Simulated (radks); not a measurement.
Values are calculated unless marked as measured or tabulated.
All-electron atom: the arsenic ion As3+ in [Ar] 3d10 4s2. Code: a radial shooting solver on a logarithmic mesh with Libxc functionals. Model: Dirac Kohn-Sham, BLYP, spin-unpolarised, spherical densities, finite nucleus; Fermi nuclear charge, rms radius 4.0968 fm.

Unscreened Slater integrals over Kohn-Sham orbitals (cm^-1). Large and small components are both included. Empty in this configuration: 4p1/2.

integral          value
F0(4s1/2,4s1/2)  113260
F0(4s1/2,3d5/2)  143180
G2(4s1/2,3d5/2)   14187
F0(4s1/2,3d3/2)  143290
G2(4s1/2,3d3/2)   14010
F0(4s1/2,3p3/2)  144510
G1(4s1/2,3p3/2)   10060
F0(4s1/2,4p1/2)  105100
G1(4s1/2,4p1/2)   70807
F0(3d5/2,3d5/2)  300010
F2(3d5/2,3d5/2)  141310
F4(3d5/2,3d5/2)   88413
F0(3d5/2,3d3/2)  301010
F2(3d5/2,3d3/2)  141750
G2(3d5/2,3d3/2)  141520
G4(3d5/2,3d3/2)   88546
F0(3d5/2,3p3/2)  308270
F2(3d5/2,3p3/2)  146860
G1(3d5/2,3p3/2)  179050
G3(3d5/2,3p3/2)  110040
F0(3d5/2,4p1/2)  126940
G3(3d5/2,4p1/2)  9429.2
F0(3d3/2,3d3/2)  302020
F2(3d3/2,3d3/2)  142210
F0(3d3/2,3p3/2)  309290
F2(3d3/2,3p3/2)  147250
G1(3d3/2,3p3/2)  179270
G3(3d3/2,3p3/2)  110200
F0(3d3/2,4p1/2)  127020
G1(3d3/2,4p1/2)   10431
F0(3p3/2,3p3/2)  319710
F2(3p3/2,3p3/2)  159840
F0(3p3/2,4p1/2)  127900
G2(3p3/2,4p1/2)  7528.2
F0(4p1/2,4p1/2)   98681
